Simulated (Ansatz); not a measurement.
The first iterations of a band of C$_{2}$H$_{8}$BCl$_{2}$N (14 atoms, charge 0, multiplicity 1).

These are results of Ansatz 0.2.0, RKS revPBE-D4/6-31G*, not measurements.

```
movable images  : 1
climbing image  : yes
spring          : 5.0 eV/Å²
optimiser       : quadratic models (default)
start path      : through a guess of the saddle point
force threshold : 0.03 eV/Å
iteration limit : 60
end points      : relaxed
```

Image 0:

```xyz
14
Properties=species:S:1:pos:R:3
B 0.084 0.168 0.260
Cl 0.458 -0.776 1.833
C 1.275 0.159 -0.806
H 1.394 -0.860 -1.210
H 1.074 0.824 -1.668
H 2.247 0.445 -0.365
Cl -1.578 -0.314 -0.474
N -0.225 1.705 0.782
H -0.623 2.217 -0.018
C 0.927 2.461 1.364
H 1.345 1.856 2.180
H 1.685 2.594 0.581
H 0.594 3.440 1.740
H -0.984 1.628 1.475
```

Image 2:

```xyz
14
Properties=species:S:1:pos:R:3
B 0.013 0.747 -0.468
Cl -0.335 -0.240 3.094
C 1.369 0.083 -0.914
H 1.295 -1.016 -0.835
H 1.557 0.300 -1.983
H 2.252 0.411 -0.341
Cl -1.523 0.196 -1.230
N -0.133 1.743 0.538
H -1.065 2.148 0.657
C 0.932 2.532 1.173
H 1.886 1.993 1.092
H 1.041 3.518 0.686
H 0.712 2.684 2.243
H -0.328 0.448 1.960
```

| iteration | highest image above the first end (eV) | largest band force component (eV/Å) |
| --- | --- | --- |
| 1 | 4.416 | 6.678 |
| 2 | 2.938 | 3.623 |
| 3 | 1.637 | 2.023 |
| 4 | 1.035 | 1.177 |
| 5 | 0.767 | 0.905 |
| 6 | 0.767 | 1.273 |
| 7 | 0.767 | 0.808 |

**Question.** Does the band converge within its limit, and where does its top end?

**Answer.** It converged. It ended after 22 iterations with the highest image 1.247 eV above the first end. Neighbouring images differ by up to 1.2 eV, so the band resolves the path poorly. Another band between the same ends (9 images) ends at a top of the same energy, where a vibrational analysis finds 1 clearly imaginary mode. So few images can step over the top or miss a turn of the path. The orbitals stay closed-shell, which can raise the energy where a bond breaks towards radicals; this wasn't checked here.

Time of the run: 26 s on 4 threads of Intel(R) Xeon(R) Platinum 8488C (Sapphire Rapids), with other jobs on the host, peak memory 0.2 GiB.
